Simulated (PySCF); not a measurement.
C₂H₈BClSi, SMILES CB(C)[SiH2]Cl.

Geometry optimised at PBE0-D3(BJ)/def2-SVP. This is a generated structure with no PubChem entry under its InChIKey; it may be hypothetical. The values are those of a single conformer.

Computed with TDA-ωB97X/def2-SVPD (PySCF).

Vertical excitations. Gas-phase values at a fixed geometry.

```json
[
 {"state": "S1", "energy (eV)": "4.91", "λ (nm)": "253", "f": "0.007", "main pairs": "HOMO→LUMO 92 %"},
 {"state": "S2", "energy (eV)": "6.31", "λ (nm)": "197", "f": "0.001", "main pairs": "HOMO−3→LUMO 89 %"},
 {"state": "S3", "energy (eV)": "6.82", "λ (nm)": "182", "f": "0.013", "main pairs": "HOMO→LUMO+2 76 %, HOMO→LUMO+1 14 %"},
 {"state": "S4", "energy (eV)": "7.25", "λ (nm)": "171", "f": "0.029", "main pairs": "HOMO−1→LUMO 91 %"},
 {"state": "S5", "energy (eV)": "7.56", "λ (nm)": "164", "f": "0.017", "main pairs": "HOMO→LUMO+1 76 %, HOMO→LUMO+2 13 %"},
 {"state": "S6", "energy (eV)": "7.69", "λ (nm)": "161", "f": "0.011", "main pairs": "HOMO−1→LUMO+2 73 %"},
 {"state": "S7", "energy (eV)": "7.81", "λ (nm)": "159", "f": "0.007", "main pairs": "HOMO−2→LUMO 80 %"},
 {"state": "S8", "energy (eV)": "8.58", "λ (nm)": "144", "f": "0.012", "main pairs": "HOMO−2→LUMO+2 49 %, HOMO→LUMO+4 17 %, HOMO−2→LUMO+1 9 %"},
 {"state": "S9", "energy (eV)": "8.63", "λ (nm)": "144", "f": "0.006", "main pairs": "HOMO−5→LUMO 32 %, HOMO−1→LUMO+1 26 %, HOMO−7→LUMO 8 %, HOMO−1→LUMO+4 8 %"},
 {"state": "S10", "energy (eV)": "8.74", "λ (nm)": "142", "f": "0.011", "main pairs": "HOMO−4→LUMO 29 %, HOMO−5→LUMO 15 %, HOMO−1→LUMO+1 15 %, HOMO−7→LUMO 9 %"},
 {"state": "T1", "energy (eV)": "4.09", "λ (nm)": "303", "f": "0", "main pairs": "HOMO→LUMO 91 %"},
 {"state": "T2", "energy (eV)": "5.83", "λ (nm)": "213", "f": "0", "main pairs": "HOMO−3→LUMO 88 %"},
 {"state": "T3", "energy (eV)": "6.36", "λ (nm)": "195", "f": "0", "main pairs": "HOMO→LUMO+2 73 %, HOMO→LUMO+1 13 %"},
 {"state": "T4", "energy (eV)": "6.81", "λ (nm)": "182", "f": "0", "main pairs": "HOMO−1→LUMO 84 %"}
]
```
Triplets are in the Tamm–Dancoff approximation.
